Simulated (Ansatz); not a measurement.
Ti2N2. Charge 0, multiplicity 5. Geometry r2SCAN-D4/def2-SVP; atoms count from 1.

Cartesian coordinates in Å:
```
Ti 1.3687 0.2465 -0.1372
Ti -1.3699 -0.2191 0.1686
N 0.2318 -0.8742 0.7445
N -0.2306 0.8468 -0.7759
```

At PBE0-D4/def2-TZVP a broken-symmetry singlet of charge 0 lies 2.72 eV below the quintet, each at its own geometry. The structure comes from a short search, and lower isomers may exist.

Estimate the Mulliken populations from the PBE0/def2-TZVP orbitals of Ansatz.


```csv
atom,charge (e),spin (α − β),d electrons
Ti1,0.77,1.70,2.50
Ti2,0.77,1.70,2.50
N3,-0.77,0.30,–
N4,-0.77,0.30,–
```
Mulliken values depend strongly on the basis.

Where does the spin sit?

Summed by element: Ti 3.39, N 0.61, of 4 unpaired in all. Largest on single atoms: Ti1 1.70, Ti2 1.70, N3 0.30.

And the Mayer bond orders between heavy atoms (over 0.3)?

Ti1–Ti2 0.60 (2.79 Å); Ti1–N3 1.30 (1.82 Å); Ti1–N4 1.30 (1.82 Å); Ti2–N3 1.30 (1.82 Å); Ti2–N4 1.30 (1.82 Å).
